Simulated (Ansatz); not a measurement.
Consider the silylene formation by 1,1-elimination: `O[Si](F)([SiH3])I` → `O[Si]F` + `[SiH3]I`.

Program: Ansatz. Geometries: PBE0-D4/def2-TZVP. ΔE: electronic, gas phase. CCSD(T)/CBS is the MP2 limit (def2-TZVPP, def2-QZVPP) plus CCSD(T) − MP2 in def2-TZVPP, frozen cores. This one scheme is used for every species. DFT in def2-TZVPP. def2 core potentials past Kr. For I outer-core shells are correlated without core-valence functions, which leaves a few kJ/mol of doubt a bond. Each species was taken in one conformer, which may not be the lowest.

`O[Si](F)([SiH3])I`:

Cartesian coordinates in Å:
```
O -0.030 1.841 -0.631
Si 0.002 0.668 0.495
F -1.147 0.917 1.574
Si -0.267 -1.404 -0.539
I 2.102 0.763 1.748
H 0.282 2.720 -0.405
H 0.878 -1.617 -1.458
H -0.275 -2.452 0.513
H -1.544 -1.437 -1.297
```

`O[Si]F`:

Z-matrix (Å, degrees):
```
O
Si 1 1.637
H 1 0.963 2 120.3
F 2 1.620 1 101.6 3 0.0
```

`[SiH3]I`:

Cartesian coordinates in Å:
```
Si 0.089 0.119 0.144
I -0.963 -1.284 -1.552
H -0.246 1.532 -0.144
H 1.554 -0.089 0.081
H -0.434 -0.278 1.471
```

CCSD(T)/CBS gives +140.7 kJ/mol.

Another level gave +133.1 kJ/mol. Which?
A. B97M-V/def2-TZVPP
B. revPBE/def2-TZVPP
C. SCS-MP2/def2-TZVPP
D. PBE-QIDH/def2-TZVPP

C. SCS-MP2/def2-TZVPP 133.1, B97M-V 144.8, revPBE 120.0, PBE-QIDH 154.9 kJ/mol.

Largest T1 diagnostic among the species: 0.015.

From PBE to PBE0 (25 % exact exchange), in def2-TZVPP and without D4, ΔE moves by +11.5 kJ/mol. At CCSD(T), def2-SVP lies −21.2 kJ/mol from the extrapolated value and def2-TZVPP −6.4 kJ/mol.

CCSD(T)/CBS has its own doubt, a few kJ/mol and more with outer-core shells, so smaller differences from it don't rank the levels.
